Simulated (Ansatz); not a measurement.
`C[N](C)[Zr]([CH3])([OH])[OH]`. Total charge 0; spin multiplicity 1. Correlated methods include outer-core shells of Zr, which these sets cover unevenly. Zr: def2 effective core potential.

```xyz
18

C    -1.5846   -1.3786   -0.3057
N    -0.4579   -0.5561   -0.6720
C    -0.4645   -0.1965   -2.0685
Zr    0.9692    0.0390    0.6405
C     0.1608    1.9710    1.4433
O     1.0156   -1.1701    2.1490
O     2.5823    0.5086   -0.3177
H    -2.5376   -0.8586   -0.4810
H    -1.5427   -1.6475    0.7534
H    -1.6093   -2.3136   -0.8851
H     0.4090    0.4121   -2.3181
H    -1.3616    0.3824   -2.3318
H    -0.4461   -1.0858   -2.7161
H    -0.8080    1.8247    1.9342
H     0.0167    2.7059    0.6432
H     0.8406    2.4151    2.1807
H     1.3177   -1.6912    2.8864
H     3.5003    0.6390   -0.5345
```

Q: Give the diagnostics of a CCSD(T)/def2-TZVPP run (frozen core, the Gaussian-basis code of Ansatz). (An estimate is asked.)

A: Ansatz gave: T1 = 0.0157, largest single amplitude 0.042, largest double 0.027, (T) share of the correlation energy 4.0 %, 10 CCSD cycles. The RHF solution is stable towards an unrestricted one. T1 lies under the customary mark of 0.02 for closed shells.
